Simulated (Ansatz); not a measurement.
This geometry of CH3NOTe (7 atoms, charge 0, multiplicity 1) is a first-order saddle point.

These are results of RKS B3LYP-D4/def2-SVP (Ansatz), not measurements.

```xyz
7
Properties=species:S:1:pos:R:3
N 0.748 -1.007 -0.537
C 0.286 -0.053 0.143
O 0.318 -0.047 1.482
Te -0.628 1.797 -0.627
H 0.661 -0.864 -1.543
H 0.743 -0.885 1.747
H -2.128 1.060 -0.664
```

Problem. Which two structures does it join? (They come from a converged band through this point; their orientation in space is the band's.)

Solution. No bond is made or broken. The dihedral N1–C2–Te4–H7 goes from 0 to 180°.

Image 0:

```xyz
7
Properties=species:S:1:pos:R:3
N 0.583 -0.946 -0.520
C 0.155 -0.085 0.292
O 0.532 -0.068 1.582
Te -1.225 1.570 0.017
H 0.222 -0.851 -1.467
H 1.151 -0.813 1.698
H -1.418 1.195 -1.601
```

Image 6:

```xyz
7
Properties=species:S:1:pos:R:3
N 0.793 -1.203 -0.497
C 0.159 -0.215 -0.036
O 0.255 0.155 1.249
Te -1.189 1.099 -1.121
H 0.635 -1.383 -1.488
H 0.873 -0.476 1.665
H -1.525 2.023 0.227
```

Problem. How far does it lie above each of them?

Solution. 0.139 eV above the first and 0.096 eV above the second. This is the barrier of this one path; another mechanism may lie lower.

The run took 2.9 min on 1 thread of Arm Neoverse V1, on a shared host, peak memory 0.18 GiB.
